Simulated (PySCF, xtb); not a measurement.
C4H4S2, SMILES C=C1SC=CS1.

xtb with GFN2-xTB at its own geometry gives an orbital gap of 3.16 eV and a dipole moment of 1.19 D.

Geometry optimised at TPSSh-D3(BJ)/def2-SVP.

What does PySCF with PBE/def2-TZVP give? (The exact figures need the calculation; the answer reports its results.)

gap 3.25 eV (levels -4.58 and -1.33 eV), dipole 1.30 D.
